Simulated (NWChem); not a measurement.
# CH3Si, doublet; SMILES [CH]=[SiH2]

Results from NWChem. Spin-unrestricted. In the optimisation the excess spin sits in a" (Cs, its own frame). All runs use the structure optimised with PBE0-D3(BJ)/def2-TZVP, spin-unrestricted. No stability test was run on the SCF state.

Question: What does the run give for B3LYP/aug-pcseg-1? Quantities: highest occupied level (eV); lowest empty minus highest occupied level, either spin (eV); dipole (D); <S²>.

Answer: 
```json
{
  "highest occupied level (eV)": "-5.99",
  "lowest empty minus highest occupied level, either spin (eV)": "1.45",
  "dipole (D)": "2.68",
  "<S²>": "0.752"
}
```
